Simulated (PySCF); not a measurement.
C5H10Si, SMILES C=C[SiH2]/C=C/C. Atoms are numbered in the order given.

```xyz
16

C      3.1819    -0.5186     0.4428
C      1.9769    -0.0609     0.8095
Si     0.7195     0.6527    -0.3867
C     -0.8690    -0.3326    -0.3771
C     -2.0640     0.1759    -0.0328
C     -3.3622    -0.5727     0.0042
H      3.5155    -0.4916    -0.6012
H      3.8928    -0.9402     1.1631
H      1.7046    -0.1204     1.8726
H      0.3780     2.0587    -0.0090
H      1.3511     0.6470    -1.7421
H     -0.8271    -1.3957    -0.6561
H     -2.1255     1.2362     0.2515
H     -3.8045    -0.5443     1.0156
H     -3.2364    -1.6256    -0.2902
H     -4.1034    -0.1087    -0.6702
```
Charge 0, spin multiplicity 1.

The structure is a stationary point at B3LYP-D3(BJ)/def2-SVP. The structure was generated by enumeration; whether it is a known compound was not checked. The values are those of a single conformer.

Two levels are set side by side: PBE/pcSseg-1 (PySCF) and B3LYP/pcSseg-1 (PySCF). GIAO shifts against TMS (²⁹Si), TMS (¹H), TMS (¹³C) at the same level; non-relativistic, no solvent, atoms listed together averaged. Differences are taken from unrounded values.

| quantity | B3LYP |
|---|---|
| δ(¹³C) of C1 (ppm) | 146.0 |
| δ(¹³C) of C2 (ppm) | 146.1 |
| δ(²⁹Si) of Si3 (ppm) | -35.4 |
| δ(¹³C) of C4 (ppm) | 134.4 |
| δ(¹³C) of C5 (ppm) | 160.2 |
| δ(¹³C) of C6 (ppm) | 28.7 |
| δ(¹H) of H7, H8 (ppm) | 6.46 |
| δ(¹H) of H9 (ppm) | 6.49 |
| δ(¹H) of H10, H11 (ppm) | 4.66 |
| δ(¹H) of H12 (ppm) | 6.02 |
| δ(¹H) of H13 (ppm) | 6.74 |

Task: What does PBE give, and how far is it from B3LYP? (Estimate from the structure and the level; the computed values follow.)

Result: 
```tsv
quantity	PBE	PBE minus B3LYP
δ(¹³C) of C1 (ppm)	144.7	-1.3
δ(¹³C) of C2 (ppm)	144.0	-2.2
δ(²⁹Si) of Si3 (ppm)	-35.5	-0.2
δ(¹³C) of C4 (ppm)	132.2	-2.2
δ(¹³C) of C5 (ppm)	157.9	-2.3
δ(¹³C) of C6 (ppm)	29.4	0.7
δ(¹H) of H7, H8 (ppm)	6.55	0.10
δ(¹H) of H9 (ppm)	6.61	0.12
δ(¹H) of H10, H11 (ppm)	4.85	0.20
δ(¹H) of H12 (ppm)	6.12	0.10
δ(¹H) of H13 (ppm)	6.82	0.08
```

Rough cost on one machine, each run with all the roots and properties that it gave: B3LYP against PBE within a factor of 2.
